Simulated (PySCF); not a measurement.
Worked example: chemical shift, span and skew from a shielding tensor

BFH4O2Si, SMILES OB(F)O[SiH3]. Atoms are numbered in the order given.

```xyz
9

B     -0.0482    -0.9630     0.0000
F     -0.8178    -2.0574     0.0000
O      1.3059    -1.0845     0.0000
H      1.6081    -2.0011     0.0000
O     -0.6382     0.2518     0.0000
Si     0.0087     1.8020     0.0000
H      0.8367     2.0134    -1.2189
H      0.8367     2.0134     1.2189
H     -1.1423     2.7402     0.0000
```

Coordinates come from a B3LYP-D3(BJ)/def2-SVP optimisation. The structure was generated by enumeration, and PubChem lists no compound with its InChIKey, so it may never have been made. Other conformers were not sampled.

GIAO shieldings from PySCF with PBE/pcSseg-1, non-relativistic, no solvent. The symmetric part of the tensor of Si6 has the principal values 320.8, 333.4, 449.4 ppm. The same nucleus in TMS has σ = 335.4 ppm at this level (PySCF, at its B3LYP-D3(BJ)/def2-TZVP geometry).

Question: Work out the isotropic shielding, the ²⁹Si shift against TMS, the span and the skew.

Answer: 
σ(iso) = (σ11 + σ22 + σ33)/3 = 367.9 ppm. δ = σ(ref) − σ(iso) = 335.4 − (367.9) = -32.5 ppm.
Span Ω = σ33 − σ11 = 128.6 ppm. Skew κ = 3(σ(iso) − σ22)/Ω = 0.80. Tumbling in solution averages the tensor to δ; in a static solid the shielding alone would spread this spin-1/2 line over Ω.
